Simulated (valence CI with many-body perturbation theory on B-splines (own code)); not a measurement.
Valence orbitals of Kr III

Computed by configuration interaction combined with many-body perturbation theory (CI+MBPT): six valence electrons over a frozen Dirac-Fock core [Ar] 3d10, a basis of 9 s, 9 p, 8 d, 6 f, 3 g, 1 h functions for each j, with the one-electron correlation potential Σ1, the two-electron term Σ2, the three-electron term Σ3, Breit, model QED; selected CI, second order for the rest, scaled by the run's own slope (own B-spline code, finite nucleus).

Against 30 measured levels this calculation errs by 303 cm⁻¹ on average and by 527 at most. Among the levels kept, up to 1700 cm⁻¹ of a level comes from second order outside the variational space, and about a tenth of that is noise between levels of different J, which matters for small intervals.

These are the spectroscopic orbitals of the CI (the correlating ones are not listed), shaped by the core and the other valence electrons. h is the expectation value of the core's Dirac-Fock operator, without the valence repulsion; Σ1 is computed up to l = 3 at one energy for each symmetry, that of its lowest orbital but kept below the first core excitation, so for empty shells it is not the orbital's own correlation shift; Breit and QED include the response of the core.

```csv
Orbital,h (hartree),Σ1 (cm⁻¹),Breit (cm⁻¹),QED (cm⁻¹),⟨r⟩ (bohr)
4s1/2,-4.4977,-7981,212,185,1.532
5s1/2,-2.0973,-1293,43.6,37.6,3.701
6s1/2,-1.1776,-425,15.1,13.0,6.999
7s1/2,-0.75801,-199,7.2,6.2,11.25
4p1/2,-3.81,-6031,269,-10.3,1.743
5p1/2,-1.7779,-939,50.9,-2.0,4.366
6p1/2,-1.0363,-354,20.2,-0.8,7.986
7p1/2,-0.68243,-176,10.2,-0.4,12.57
4p3/2,-3.7625,-5740,159,2.3,1.771
5p3/2,-1.7618,-910,30.5,0.4,4.410
6p3/2,-1.0291,-344,12.4,0.2,8.045
7p3/2,-0.67857,-171,6.3,0.1,12.64
4d3/2,-2.5451,-2020,20.6,-3.2,2.683
5d3/2,-1.2828,-508,6.0,-0.9,6.217
6d3/2,-0.80418,-233,2.9,-0.4,10.55
4d5/2,-2.5375,-1990,4.1,-2.0,2.694
5d5/2,-1.2803,-502,1.2,-0.6,6.231
6d5/2,-0.80296,-231,0.6,-0.3,10.57
4f5/2,-1.2825,-109,0.0,0.0,5.700
5f5/2,-0.82463,-72.1,0.0,0.0,10.05
4f7/2,-1.2828,-109,0.0,0.0,5.699
5f7/2,-0.82477,-72.1,0.0,0.0,10.05
5g7/2,-0.78142,,0.0,0.0,9.151
5g9/2,-0.78142,,0.0,0.0,9.151
```

Among the shells of the start configuration 4s2 4p4, Σ1 is largest in size for 4s1/2, where it is 0.81 % of h.

Lowest root of each symmetry, sizes in configuration state functions:

```tsv
J	Parity	Roots	Reference	Variational	Second order	Change by selected CI (cm⁻¹)	Change by second order (cm⁻¹)
0	even	3	16	89310	2644565	-31071	-255
1	even	2	38	93957	6290967	-30601	-542
2	even	3	47	90585	11173664	-30464	-604
3	even	1	35	83491	13631961	-29786	-819
0	odd	4	16	105287	2843069	-28187	-257
1	odd	8	42	96275	5990064	-27701	-657
2	odd	9	48	95615	9408598	-27214	-1016
3	odd	6	39	85792	10586552	-26997	-1173
4	odd	5	25	77943	15091156	-27227	-942
5	odd	2	12	93481	14912500	-31461	-1224
```
